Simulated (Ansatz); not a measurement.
Geometry optimisation, RKS PBE0/def2-SVP in Ansatz.

The input (input.yaml):

```yaml
crystal:
  periodic: [false, false, false]
  atoms:
    - { symbol: Sn, position_ang: [0.416646, 0.349306, -0.409001] }
    - { symbol: H, position_ang: [-1.0472, 0.186114, 2.143324] }
    - { symbol: H, position_ang: [1.423884, 0.265919, -1.78055] }
    - { symbol: Cl, position_ang: [-1.471908, 1.668796, -0.863463] }
    - { symbol: O, position_ang: [-0.157787, -1.476415, 0.016247] }
    - { symbol: H, position_ang: [-0.856281, -1.505711, 0.684512] }
    - { symbol: O, position_ang: [1.340338, 1.129018, 1.143843] }
    - { symbol: H, position_ang: [1.922413, 1.860646, 0.904934] }
    - { symbol: H, position_ang: [-0.459605, 0.570629, 2.304655] }
basis:
  gaussian: { orbitals: def2-SVP }
hamiltonian:
  xc: pbe0
relax:
  f_tol: 0.03
  max_steps: 50
output:
  orbitals: {}
```

Run as:

```bash
$ ansatz run input.yaml --threads 2 --pin off --max-ram 3072MiB --backend cpu --events-out ev --progress --plain --runs-dir out
```

Problem. Where does it end, and by what steps?

Solution. The run converged. The force dipped under the threshold on the way, but the program's further checks kept it going. After 20 steps the energy has fallen by 0.190 eV; H2 moved furthest, 1.13 Å.

```csv
step,energy less start (eV),largest force component (eV/Å),accepted
0,0.0000,1.484,yes
1,-0.0771,0.283,yes
2,-0.1027,0.544,yes
3,-0.1236,0.489,yes
4,-0.1265,1.066,yes
5,-0.1463,0.753,yes
6,-0.1636,0.417,yes
7,-0.1490,1.431,no
8,-0.1698,0.192,yes
9,-0.1717,0.524,yes
10,-0.1794,0.031,yes
11,-0.1763,0.162,no
12,-0.1832,0.041,yes
13,-0.1853,0.065,yes
14,-0.1865,0.140,yes
15,-0.1880,0.111,yes
16,-0.1881,0.143,yes
17,-0.1891,0.017,yes
18,-0.1894,0.036,yes
19,-0.1896,0.043,yes
20,-0.1897,0.018,yes
```

```xyz
9
Properties=species:S:1:pos:R:3
Sn 0.534 0.324 -0.725
H -0.719 -0.062 3.201
H 1.746 -0.120 -1.824
Cl -0.939 1.914 -1.633
O -0.454 -1.289 -0.196
H -0.943 -1.156 0.625
O 1.209 1.167 0.932
H 0.861 2.061 1.039
H -0.186 0.210 2.726
```

Whether the end is a true minimum wasn't checked by a vibrational analysis.

Time of the run: 68 s on 2 threads of Arm Neoverse V1, with other jobs on the host, peak memory 0.22 GiB.
